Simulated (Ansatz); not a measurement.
# Redistribution: SiHF3 + SiH(NH2)2(SiH3) → Si(SiH3)F3 + SiH2(NH2)2

Species: SiHF3 `F[SiH](F)F`, singlet; SiH(NH2)2(SiH3), singlet; Si(SiH3)F3, singlet; SiH2(NH2)2, singlet. The partners trade H for SiH3; both sit on Si, so the bond types are kept.

Shapes, held fixed at every level: PBE0-D4/def2-TZVP. Flexible molecules stand in one conformer, not always the lowest. Programs: Ansatz 0.2.0. The zero-point and thermal change to 298 K, harmonic and unscaled (PBE0-D4/def2-TZVP), is -0.3 kJ/mol.

Task: Estimate ΔH(298 K) of this reaction.

Result: The highest level, CCSD(T)/CBS estimate, gives ΔH(298 K) = +2.0 kJ/mol; the levels span -2.0 to +4.4. That is about zero within the method's error. They disagree on the sign: 7 of 8 are positive. The column of differences is taken from that level and isn't an error. No measured value is set beside it here. The CBS estimate extrapolates MP2 from def2-TZVPP and def2-QZVPP and adds CCSD(T) − MP2 in the triple-zeta set, cores frozen. Times are processor times on shared x86 and Arm servers, and rough.

```json
{"level": "SPW92/def2-TZVPP", "kind": "LDA", "ΔH(298 K) (kJ/mol)": "0.0", "less CCSD(T)/CBS estimate": "-2.0", "CPU time (sum over the molecules)": "22 s"}
{"level": "PBE-D4/def2-TZVPP", "kind": "GGA", "ΔH(298 K) (kJ/mol)": "+0.3", "less CCSD(T)/CBS estimate": "-1.7", "CPU time (sum over the molecules)": "33 s"}
{"level": "r2SCAN0-D4/def2-TZVPP", "kind": "global hybrid", "ΔH(298 K) (kJ/mol)": "+1.6", "less CCSD(T)/CBS estimate": "-0.4", "CPU time (sum over the molecules)": "68 s"}
{"level": "wB97X-V/def2-TZVPP", "kind": "range-separated hybrid", "ΔH(298 K) (kJ/mol)": "-2.0", "less CCSD(T)/CBS estimate": "-4.0", "CPU time (sum over the molecules)": "96 s"}
{"level": "MP2/def2-TZVPP", "kind": "perturbation theory", "ΔH(298 K) (kJ/mol)": "+4.4", "less CCSD(T)/CBS estimate": "+2.4", "CPU time (sum over the molecules)": "–"}
{"level": "CCSD(T)/def2-SVP", "kind": "coupled cluster or CI", "ΔH(298 K) (kJ/mol)": "+1.7", "less CCSD(T)/CBS estimate": "-0.3", "CPU time (sum over the molecules)": "41 s"}
{"level": "CCSD/def2-SVP", "kind": "coupled cluster or CI", "ΔH(298 K) (kJ/mol)": "+1.0", "less CCSD(T)/CBS estimate": "-1.0", "CPU time (sum over the molecules)": "–"}
{"level": "CCSD(T)/CBS estimate", "kind": "coupled cluster or CI", "ΔH(298 K) (kJ/mol)": "+2.0", "less CCSD(T)/CBS estimate": "0.0", "CPU time (sum over the molecules)": "23 min"}
```
